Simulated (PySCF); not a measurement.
# Bond energies at HF/def2-TZVPP beside a composite method

PySCF, lowest determinants of a PBE0 search. The composite is CCSD(T) extrapolated to the basis-set limit from two correlation-consistent sets, with core-valence (CV) and scalar-relativistic (SR) terms as its label shows; it has no spin–orbit coupling and nothing beyond (T).

```json
{"species": "P2", "state (unpaired electrons)": "singlet (closed shell)", "De HF (eV)": "1.68", "De composite (eV)": "5.05", "composite": "CCSD(T)/CBS(TQ)+CV+SR", "dissociates to": "P + P"}
{"species": "HF", "state (unpaired electrons)": "singlet (closed shell)", "De HF (eV)": "4.20", "De composite (eV)": "6.16", "composite": "CCSD(T)/CBS(TQ)+CV+SR", "dissociates to": "H + F"}
{"species": "GeH", "state (unpaired electrons)": "doublet (π ↑)", "De HF (eV)": "1.99", "De composite (eV)": "2.95", "composite": "CCSD(T)/CBS(DT)", "dissociates to": "Ge + H"}
{"species": "SiO", "state (unpaired electrons)": "singlet (closed shell)", "De HF (eV)": "4.80", "De composite (eV)": "8.31", "composite": "CCSD(T)/CBS(TQ)+CV+SR", "dissociates to": "Si + O"}
{"species": "SbO", "state (unpaired electrons)": "doublet (π ↑)", "De HF (eV)": "0.20", "De composite (eV)": "4.16", "composite": "CCSD(T)/CBS(DT)", "dissociates to": "Sb + O"}
{"species": "ZnI", "state (unpaired electrons)": "doublet (σ ↑)", "De HF (eV)": "1.25", "De composite (eV)": "1.22", "composite": "CCSD(T)/CBS(DT)", "dissociates to": "Zn + I"}
{"species": "NaS", "state (unpaired electrons)": "doublet (π ↑)", "De HF (eV)": "1.48", "De composite (eV)": "2.57", "composite": "CCSD(T)/CBS(DT)+CV+SR", "dissociates to": "Na + S"}
{"species": "GeB", "state (unpaired electrons)": "quartet (σ ↑, π ↑↑)", "De HF (eV)": "2.02", "De composite (eV)": "2.99", "composite": "CCSD(T)/CBS(DT)+CV", "dissociates to": "Ge + B"}
```

Does HF bind more or less than the composite, by how much on average, and where is the difference largest?

HF/def2-TZVPP binds less on average, method and basis taken together: the mean signed difference is -1.97 eV and the mean absolute one 1.98 eV; it is largest for SbO (-3.96 eV).

The molecules are drawn from runs that passed checks on state, spin purity and fit, so the hardest cases are missing and the errors look smaller than over all diatomics.

Correlated steps freeze the inner cores (1 to 13 orbitals); shallow outer-core shells are correlated. UHF and ROHF references stand side by side, which adds small steps between rows. Spin–orbit coupling is left out, which matters for elements this heavy, above all for dissociation energies. Where the molecule has an RHF reference, its open-shell atoms are computed with UHF. The CCSD T1 diagnostic is raised in SiO, a sign that a single reference may not be enough there. States were picked by a PBE0 search and need not be the measured ground states.
